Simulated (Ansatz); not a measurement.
An input meant for Zr₂O₂⁺ (charge 1, doublet; scaled by 0.92).

```yaml
crystal:
  periodic: [false, false, false]
  atoms:
    - {symbol: Zr, position_ang: [-1.003763, 0.706170, -0.039774]}
    - {symbol: Zr, position_ang: [0.754550, -1.011103, -0.159927]}
    - {symbol: O, position_ang: [-0.221043, -0.277921, 1.188051]}
    - {symbol: O, position_ang: [0.470256, 0.582854, -0.988351]}
basis:
  gaussian: {orbitals: def2-TZVPD, fitting: {mean_field: cc-pVTZ-jkfit}}
total_charge: 1
magnetization: {spin_polarized: true, initial_magnetization: 1}
hamiltonian: {xc: {name: B3LYP}}
```

```sh
$ ansatz run in.yaml --threads 2 --pin off --events-out ev --progress --plain --max-ram 4352MiB
```

It prints (some lines left out):

```
Functional definition: B3LYP
Error: [file] the basis set cc-pVTZ-JKFIT has no functions for Zr
```

In the def2 sets Zr takes a core potential; there is no spin–orbit coupling. B3LYP takes the VWN-RPA correlation.
